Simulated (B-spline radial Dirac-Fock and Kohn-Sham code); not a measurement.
# Kohn-Sham estimates against Dirac-Fock for the levels of Pr³⁺

System: the Pr³⁺ ion in the configuration [Xe] 5d2 (not the ground configuration).

The density-functional columns are spherical, spin-unpolarised Dirac-Kohn-Sham results without Breit or QED terms: −ε is minus the orbital energy of the initial state and ΔSCF the difference of two total energies. The reference in the last column comes from ΔSCF Dirac-Fock with Breit, self-energy and vacuum polarisation, finite nucleus, configuration average. All numbers are from an atomic code on a B-spline grid, in eV; a selection of levels is shown. For the 1s level of heavy atoms much of the gap between ΔSCF and the reference is the Breit and QED part, -165.0 eV here; for other levels the error of the functional can be larger.

| level | PBE −ε | PBE ΔSCF | Dirac-Fock |
| --- | --- | --- | --- |
| K (1s) | 41820.6 | 42237.3 | 42041.9 |
| L1 (2s) | 6766.0 | 6843.6 | 6897.2 |
| L2 (2p1/2) | 6396.9 | 6493.9 | 6496.9 |
| L3 (2p3/2) | 5914.9 | 6003.9 | 6020.8 |
| M1 (3s) | 1501.2 | 1528.6 | 1570.0 |
| M2 (3p1/2) | 1344.2 | 1372.8 | 1400.2 |
| M3 (3p3/2) | 1248.8 | 1276.1 | 1304.1 |
| M4 (3d3/2) | 974.8 | 1005.7 | 1011.1 |
| M5 (3d5/2) | 954.2 | 984.7 | 991.0 |
| N1 (4s) | 337.2 | 350.2 | 369.6 |
| N2 (4p1/2) | 278.1 | 290.8 | 303.7 |
| N3 (4p3/2) | 257.0 | 269.3 | 282.4 |
| N4 (4d3/2) | 159.6 | 171.3 | 171.6 |
| N5 (4d5/2) | 155.8 | 167.4 | 167.9 |
| O1 (5s) | 73.07 | 80.04 | 83.40 |
| O2 (5p1/2) | 55.64 | 62.17 | 61.75 |
| O3 (5p3/2) | 52.04 | 58.36 | 58.07 |
| O4,5 (5d) | 27.49 | 32.63 | 31.52 |

Values without a named source are computed, but for edge energies of neutral atoms, which are taken from tables.
